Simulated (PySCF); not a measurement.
WO2(OH)2 at several levels of theory

Computed with PySCF 2.14.0 (density fitting, no spin-orbit coupling) at the geometry relaxed with r2SCAN:

```xyz
7
WO2(OH)2 (singlet)
W     0.0000    0.0000   -0.1803
O     0.8899    1.0639    0.8309
O    -0.8899   -1.0639    0.8309
O     1.2103   -0.9920   -1.2390
H     1.2889   -1.9534   -1.3012
O    -1.2103    0.9920   -1.2390
H    -1.2889    1.9534   -1.3012
```

```
    level                                             basis    state  HOMO (eV)  gap (eV)  charge on W1 (e)  dipole about the centre of mass (D)  largest force component (eV/Å)
   r2SCAN     W def2-SVP with ECP60, O def2-SVP, H def2-SVP  singlet      -7.57      5.29              1.17                                 3.00                            0.03
     BP86                                          the same  singlet      -7.25      4.86              0.98                                 2.94                            0.45
    TPSSh                                          the same  singlet      -7.91      5.96              1.17                                 3.00                            0.12
CAM-B3LYP                                          the same  singlet     -10.22      9.79              1.15                                 3.06                            0.79
   r2SCAN  W def2-TZVP with ECP60, O def2-TZVP, H def2-TZVP  singlet      -7.65      5.33              1.58                                 2.97                            0.24
   r2SCAN          W x2c-SVPall, O x2c-SVPall, H x2c-SVPall  singlet      -7.81      5.14              1.09                                 2.90                            0.64
```

Charges are Mulliken's, which hang on the basis. The relaxation used the grid (50, 194), these runs (75, 302) or, all-electron (x2c bases, spin-free X2C Hamiltonian), (99, 590).

Question: What does wB97X with W def2-SVP with ECP60, O def2-SVP, H def2-SVP give here?

Answer: state singlet, HOMO (eV) -11.25, gap (eV) 11.89, charge on W1 (e) 1.20, dipole about the centre of mass (D) 3.04, largest force component (eV/Å) 1.23. Time: 4.5 s on 2 threads of Arm Neoverse V2 (shared host), from an already converged density.

In the first row's basis the gap widens with exact exchange: 4.9 to 5.3 eV for BP86, r2SCAN (none); 6.0 eV for TPSSh (a fixed share); 9.8 to 11.9 eV for CAM-B3LYP, wB97X (rising or full at long range).

No frequency check is given that shows the relaxed geometry to be a minimum.
